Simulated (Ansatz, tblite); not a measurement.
Cost and result up the ladder for BiMe2Br (C₂H₆BiBr) (10 atoms). The state is a singlet with charge 0. Geometry: PBE0-D4/def2-SVP.

```xyz
10

Bi   -0.763   -0.929   -0.725
C     0.225   -1.001    1.313
H     1.173   -0.450    1.256
H     0.416   -2.046    1.593
H    -0.443   -0.530    2.050
C    -0.548    1.323   -0.850
H    -0.786    1.657   -1.869
H     0.488    1.587   -0.602
H    -1.240    1.789   -0.132
Br    1.479   -1.400   -2.034
```

Ansatz on 4 threads of Arm Neoverse V2 on a shared host; xTB runs through tblite on one thread. Times are rough, summed over both states, and most runs start from the orbitals of an earlier one. PBE0-D4/def2-TZVP serves as the yardstick here, not as an exact answer. Differences are given only for rows in sets of like size (and for xTB, whose basis is part of the method), since another set adds its own error. The other state is a doublet.

In the def2 sets Bi takes a core potential; there is no spin–orbit coupling. The xTB rows come from tblite. Correlated methods freeze 15 core orbitals; core or outer-core shells of Bi, Br are correlated, in sets that lack core-valence functions. The rows differ in basis, and correlated rows in double-zeta sets carry the largest basis error. In CCSD on the charge 1 doublet the largest single amplitude is 0.22, so its Hartree–Fock determinant may place the open shell otherwise than the density functionals do.

Correlated methods converge slowly with the basis, most of all in double-zeta sets.

Raw xTB energies of ions are shifted by several eV.

```csv
level,functions,wall time
GFN2-xTB,27,0.006 s
GFN1-xTB,33,0.009 s
PBE-D4/def2-TZVP (with forces),196,5.7 s
PBE0-D4/def2-TZVP,196,8.2 s
r2SCAN-D4/def2-TZVP,196,13 s
CCSD(T)/def2-SVP,116,66 s
```

Estimate what each level gives for the vertical IE (eV).


| level | vertical IE (eV) | difference from PBE0-D4/def2-TZVP (eV) |
| --- | --- | --- |
| GFN2-xTB | 13.37 | 4.44 |
| GFN1-xTB | 13.37 | 4.44 |
| PBE-D4/def2-TZVP (with forces) | 8.69 | -0.24 |
| PBE0-D4/def2-TZVP | 8.93 | 0.00 |
| r2SCAN-D4/def2-TZVP | 8.82 | -0.11 |
| CCSD(T)/def2-SVP | 8.80 | – |
